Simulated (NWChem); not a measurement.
AlHCl$_{2}$; SMILES [Cl][AlH][Cl]

Computed with NWChem. Pople sets run with spherical d functions. The geometry was optimised at PBE-D3(BJ)/def2-SVP. Ions are spin-unrestricted doublets at the neutral geometry; other ion states weren't tried. Functional: LC-ωPBE (HJS hole) with 6-31G*; rows give the range parameter ω in 1/bohr.

```tsv
range parameter (1/bohr)	vertical ionisation energy, ΔSCF (eV)	−ε(HOMO) (eV)	ΔSCF minus −ε(HOMO) (eV)
0.15	11.42	10.03	1.39
0.50	12.49	12.62	-0.13
0.60	12.64	12.92	-0.28
```
